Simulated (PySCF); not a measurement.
Isomers of C4H8O2Si, mass 116.029 u with the commonest isotopes. The calculation used PBE0-D3(BJ)/def2-SVP geometry optimisation, gas phase in PySCF 2.14.0. One conformer each, none proved a minimum here; rigid rotors.

Question: Order these by rotational constant C, smallest first.
A. `[O:1]=[C:2]1[O:3][CH2:4][C@H:5]1[CH2:6][SiH3:7]` with C4–C5–C6–Si7 166°
B. `[CH2:1]=[CH:2][SiH2:3][O:4][C:5]([CH3:6])=[O:7]` with C1–C2–Si3–O4 -1°, C2–Si3–O4–C5 179°, Si3–O4–C5–C6 180°
C. `[CH2:1]=[CH:2][O:3][SiH2:4][C:5]([CH3:6])=[O:7]` with C1–C2–O3–Si4 -179°, C2–O3–Si4–C5 177°, O3–Si4–C5–C6 -1°

Answer: C (887.1 MHz), B (1009 MHz), A (1113 MHz).

Question: Order these by rotational constant A, smallest first.
A. `[O:1]=[C:2]1[O:3][CH2:4][C@H:5]1[CH2:6][SiH3:7]` with C4–C5–C6–Si7 166°
B. `[CH2:1]=[CH:2][O:3][SiH2:4][C:5]([CH3:6])=[O:7]` with C1–C2–O3–Si4 -179°, C2–O3–Si4–C5 177°, O3–Si4–C5–C6 -1°
C. `[CH2:1]=[CH:2][SiH2:3][O:4][C:5]([CH3:6])=[O:7]` with C1–C2–Si3–O4 -1°, C2–Si3–O4–C5 179°, Si3–O4–C5–C6 180°

Answer: A (4150 MHz), C (4582 MHz), B (5249 MHz).

Question: Order these by dipole moment, largest first.
A. `[CH2:1]=[CH:2][O:3][SiH2:4][C:5]([CH3:6])=[O:7]` with C1–C2–O3–Si4 -179°, C2–O3–Si4–C5 177°, O3–Si4–C5–C6 -1°
B. `[CH2:1]=[CH:2][SiH2:3][O:4][C:5]([CH3:6])=[O:7]` with C1–C2–Si3–O4 -1°, C2–Si3–O4–C5 179°, Si3–O4–C5–C6 180°
C. `[O:1]=[C:2]1[O:3][CH2:4][C@H:5]1[CH2:6][SiH3:7]` with C4–C5–C6–Si7 166°

Answer: C (4.10 D), B (2.36 D), A (1.80 D).

```tsv
SMILES	point group	Ia (u·Å²)	Ib (u·Å²)	Ic (u·Å²)	κ	μa (D)	μb (D)	μc (D)
C=C[SiH2]OC(C)=O	–	110.29	399.97	501.06	-0.86	1.15	2.07	0.02
O=C1OC[C@H]1C[SiH3]	C1	121.77	358.22	454.03	-0.80	0.57	4.03	0.48
C=CO[SiH2]C(C)=O	–	96.28	482.56	569.69	-0.93	1.70	0.57	0.03
```
